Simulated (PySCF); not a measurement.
**Assignment exercise: C₅H₈F₃NO**

Mapped SMILES: `[CH3:1][NH:2][C:3](=[O:4])[C@H:5]([CH3:6])[C:7]([F:8])([F:9])[F:10]`; H(Xn) means a hydrogen on atom n.

[PySCF 2.14.0 with density-fitted response routines: geometry: PBE0-D3(BJ)/def2-SVP; PBE0/pcSseg-1 with gauge-including orbitals; gas phase; no relativistic terms; fast rotation and ring inversion assumed for equivalent nuclei; one computed conformer]

Shifts are taken against calculated references (same method and geometry level): 13C (184.41 ppm) and 1H (31.27 ppm) against TMS.

(1) Assign these signals to the numbered atoms. 13C{1H} NMR (computed): δ 167.9 (C), 131.8 (C), 49.9 (CH), 24.8 (CH3), 14.7 (CH3).

(2) Assign these signals to the numbered atoms. 1H NMR (600 MHz, computed): δ 4.98 (br, 1H), 2.94 (d, 3H), 2.71 (m, 1H), 1.32 (d, 3H).

## Answers

(1) 
| δ (ppm) | atoms | environment | reason |
| --- | --- | --- | --- |
| 167.9 | C3 | amide carbonyl carbon | lone-pair donation from the attached heteroatom keeps it upfield of a ketone carbonyl |
| 131.8 | C7 | CF3 carbon | 3 electronegative neighbours deshield it |
| 49.9 | C5 | sp3 CH α to a carbonyl | the adjacent C=O deshields it moderately |
| 24.8 | C1 | methyl carbon bonded to N | – |
| 14.7 | C6 | methyl carbon | saturated and bonded to C and H only |

(2) 
4.98 → H(N2), hydrogen on an amide-type nitrogen: exchangeable; this is the value without hydrogen bonding to other molecules
2.94 → H(C1), hydrogen on a methyl carbon bonded to N: its carbon carries N, which withdraws density
2.71 → H(C5), hydrogen on an sp3 CH α to a carbonyl: α to C=O
1.32 → H(C6), hydrogen on a methyl carbon

Exchangeable OH/NH protons stand at their gas-phase positions; hydrogen bonding in a real sample shifts them, mostly to higher δ. Amide-type NH protons are broadened by 14N but still split neighbouring CH signals. Splittings by 19F in the carbon and heteronuclear signals aren't shown, as no couplings were computed. Shifts are as computed. Against solution values, carbons near 30 ppm lie about +2 ppm off and those near 130 ppm about +5 ppm. Of 1211 compounds with measured shifts, 218 miss one by over three times the rms of a fit or turn the order of signals round; such compounds aren't used in these exercises. Hydrogen bonding in solution deshields acid and N–H amide carbonyl carbons by as much as 10 ppm beyond these values. No couplings were computed; multiplicities are counted from neighbouring protons, with m where these are inequivalent, close in shift, in a saturated or five-membered ring or joined by F or P, and br s for small geminal =CH2 splittings.
